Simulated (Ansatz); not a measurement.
C$_{2}$H$_{9}$AlO$_{4}$Si (SMILES [CH3][Al]([CH3])[O][Si](O)(O)O), singlet, at a GFN2-xTB geometry (such geometries of metal compounds can be far from the true shape). Base run: Ansatz (a first-principles code) with PBE/STO-3G.

Here is a job for Ansatz.
Ansatz 0.2 input:
```yaml
crystal:
  periodic: [false, false, false]
  atoms:
    - {symbol: Al, position_ang: [-0.08361096, 1.59059272, 0.93055930]}
    - {symbol: C, position_ang: [1.11752489, 3.02428199, 0.23274765]}
    - {symbol: H, position_ang: [2.16434657, 2.70498471, 0.24167730]}
    - {symbol: H, position_ang: [1.05563987, 3.95047062, 0.80606611]}
    - {symbol: H, position_ang: [0.88254577, 3.26911754, -0.80779408]}
    - {symbol: C, position_ang: [-1.34209611, 1.62721872, 2.47896089]}
    - {symbol: H, position_ang: [-2.36270423, 1.38378647, 2.16792379]}
    - {symbol: H, position_ang: [-1.37590383, 2.59633354, 2.97894984]}
    - {symbol: H, position_ang: [-1.06879980, 0.88199479, 3.23229515]}
    - {symbol: O, position_ang: [-0.02580329, 0.13964329, 0.09061247]}
    - {symbol: Si, position_ang: [0.06261606, -1.26432402, -0.73781197]}
    - {symbol: O, position_ang: [1.21961170, -2.20704706, -0.10619565]}
    - {symbol: O, position_ang: [0.41028313, -0.96727297, -2.29221237]}
    - {symbol: O, position_ang: [-1.34768025, -2.05822347, -0.66254550]}
    - {symbol: H, position_ang: [1.04529252, -2.63577188, 0.72586984]}
    - {symbol: H, position_ang: [1.26435372, -0.60037842, -2.49971675]}
    - {symbol: H, position_ang: [-2.09831567, -1.69350873, -1.12069751]}
basis:
  gaussian:
    orbitals: STO-3G
hamiltonian:
  xc: pbe
```

The base run was repeated with changes; each row names its change, and settings that it needs were set with it.

```json
[
 {"change": "base", "ΔE vs base (kcal/mol)": "0.000"},
 {"change": "point_charge = charge:-1.0 position_ang:4.4386, -3.6686, -2.0175", "ΔE vs base (kcal/mol)": "2.24"},
 {"change": "final_grid = 14, 28, 59", "ΔE vs base (kcal/mol)": "0.000"},
 {"change": "final_grid = 4, 8, 17", "ΔE vs base (kcal/mol)": "-1.06"},
 {"change": "point_charge = charge:1.0 position_ang:-0.4838, 6.8997, 2.132", "ΔE vs base (kcal/mol)": "-0.84"},
 {"change": "point_charge = charge:0.5 position_ang:-2.6857, -4.885, -2.2398", "ΔE vs base (kcal/mol)": "-2.31"},
 {"change": "final_grid = 10, 20, 41", "ΔE vs base (kcal/mol)": "0.000"},
 {"change": "lower_state_search = full", "ΔE vs base (kcal/mol)": "0.000"},
 {"change": "forces = on", "ΔE vs base (kcal/mol)": "0.000"},
 {"change": "fitting.mean_field = cc-pVTZ-JKFIT", "ΔE vs base (kcal/mol)": "-0.459"},
 {"change": "fitting.mean_field = def2-universal-JKFIT", "ΔE vs base (kcal/mol)": "-2.28"}
]
```
